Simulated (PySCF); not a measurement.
Phenyl isocyanate, C₇H₅NO.
Bonds: O1–C2 (double), C2–N3 (double), N3–C4, C4–C5 (aromatic), C5–C6 (aromatic), C6–C7 (aromatic), C7–C8 (aromatic), C8–C9 (aromatic), C4–C9 (aromatic). Hydrogens: H10 on C5; H11 on C6; H12 on C7; H13 on C8; H14 on C9.

The same species was optimised twice, with GFN2-xTB and with PBE0-D3(BJ)/def2-SVP (PySCF), and the same property calculations (PySCF, gas phase) were run on both structures.

```
     coordinate  GFN2-xTB  PBE0-D3(BJ)/def2-SVP  change
      O1=C2 (Å)     1.158                 1.169  +0.011
      C2=N3 (Å)     1.191                 1.201  +0.010
      C7–C8 (Å)     1.386                 1.395  +0.009
      C5–C6 (Å)     1.382                 1.392  +0.010
      C6–C7 (Å)     1.385                 1.394  +0.009
      C4–C9 (Å)     1.393                 1.402  +0.009
      C8–C9 (Å)     1.382                 1.391  +0.009
      N3–C4 (Å)     1.374                 1.383  +0.009
      C4–C5 (Å)     1.391                 1.400  +0.009
   O1–C2–N3 (°)     169.8                 174.5    +4.7
   N3–C4–C5 (°)     118.1                 118.9    +0.8
   C2–N3–C4 (°)     146.7                 146.0    -0.7
   C5–C4–C9 (°)     120.2                 119.8    -0.4
   C6–C7–C8 (°)     119.9                 119.6    -0.3
   C4–C9–C8 (°)     119.5                 119.8    +0.3
   N3–C4–C9 (°)     121.6                 121.4    -0.2
   C4–C5–C6 (°)     119.6                 119.9    +0.3
C2–N3–C4–C5 (°)       180                   179      -1
```

Rotational constants: A = 5519, B = 945.1, C = 806.9 MHz (GFN2-xTB) against A = 5400, B = 937.3, C = 798.6 MHz (PBE0-D3(BJ)/def2-SVP). Point groups within 0.08 Å: Cs and Cs.

On the GFN2-xTB structure: HOMO (eV) -7.00 [PBE0/pcSseg-1]; LUMO (eV) -0.80 [PBE0/pcSseg-1]; dipole (D) 2.57 [PBE0/pcSseg-1]; GIAO shielding of O1 (ppm) 171.8 [PBE0/pcSseg-1]; GIAO shielding of C2 (ppm) 59.9 [PBE0/pcSseg-1]; GIAO shielding of N3 (ppm) 201.8 [PBE0/pcSseg-1]; GIAO shielding of C4 (ppm) 48.6 [PBE0/pcSseg-1]; GIAO shielding of C5/C9 (mean) (ppm) 55.4 [PBE0/pcSseg-1]; GIAO shielding of C6/C8 (mean) (ppm) 51.5 [PBE0/pcSseg-1]; GIAO shielding of C7 (ppm) 56.7 [PBE0/pcSseg-1].

Task: What do these properties become on the PBE0-D3(BJ)/def2-SVP structure?

Result: 
```tsv
property	level	on GFN2-xTB	on PBE0-D3(BJ)/def2-SVP	change
HOMO (eV)	PBE0/pcSseg-1	-7.00	-7.02	-0.02
LUMO (eV)	PBE0/pcSseg-1	-0.80	-0.88	-0.08
dipole (D)	PBE0/pcSseg-1	2.57	2.56	-0.01
energy, GFN2-xTB geometry as zero (kcal/mol)	PBE0/pcSseg-1	0.0	-0.7	-0.7
GIAO shielding of O1 (ppm)	PBE0/pcSseg-1	171.8	166.0	-5.8
GIAO shielding of C2 (ppm)	PBE0/pcSseg-1	59.9	56.9	-3.0
GIAO shielding of N3 (ppm)	PBE0/pcSseg-1	201.8	198.6	-3.2
GIAO shielding of C4 (ppm)	PBE0/pcSseg-1	48.6	46.0	-2.6
GIAO shielding of C5/C9 (mean) (ppm)	PBE0/pcSseg-1	55.4	52.9	-2.5
GIAO shielding of C6/C8 (mean) (ppm)	PBE0/pcSseg-1	51.5	49.2	-2.3
GIAO shielding of C7 (ppm)	PBE0/pcSseg-1	56.7	54.0	-2.7
```

The heavy atoms differ by 0.036 Å rms after alignment. Among bonds between heavy atoms O1=C2, C2=N3 and C5–C6 change most and about equally (+0.010 to +0.011 Å). Changes are differences of the printed values. Neither structure is proved a minimum here.

Conformer computed: `[O:1]=[C:2]=[N:3][c:4]1[cH:5][cH:6][cH:7][cH:8][cH:9]1`: C2–N3–C4–C5 179°.
